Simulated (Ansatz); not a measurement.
Relaxation of H$_{6}$InP (8 atoms, charge 0, multiplicity 1), to a largest force component of 0.015 eV/Å in at most 40 steps.

The calculation used RKS B3LYP-D4/def2-SVP (Ansatz).

```xyz
8
Properties=species:S:1:pos:R:3
P -0.621 0.031 -1.098
In 0.600 -0.085 1.017
H -1.886 0.808 -0.907
H -0.916 -1.207 -1.564
H 0.118 0.723 -2.095
H -0.302 0.795 2.323
H 2.255 0.683 0.808
H 0.845 -1.804 1.461
```

Task: Where does it end, and by what steps?

Result: The forces met the threshold. After 4 steps the energy has fallen by 0.946 eV; In2 moved furthest, 0.48 Å.

| step | energy less start (eV) | largest force component (eV/Å) | accepted |
| --- | --- | --- | --- |
| 0 | 0.0000 | 2.955 | yes |
| 1 | -0.6751 | 1.197 | yes |
| 2 | -0.9226 | 0.365 | yes |
| 3 | -0.9442 | 0.035 | yes |
| 4 | -0.9463 | 0.006 | yes |

```xyz
8
Properties=species:S:1:pos:R:3
P -0.618 0.064 -1.069
In 0.860 -0.103 1.420
H -1.869 0.737 -1.103
H -1.035 -1.124 -1.727
H -0.040 0.702 -2.199
H -0.314 0.803 2.337
H 2.273 0.710 0.802
H 0.834 -1.845 1.483
```

Run time: 21 s on 1 thread of Intel(R) Xeon(R) Processor @ 2.70GHz, with other jobs on the host, peak memory 0.16 GiB.
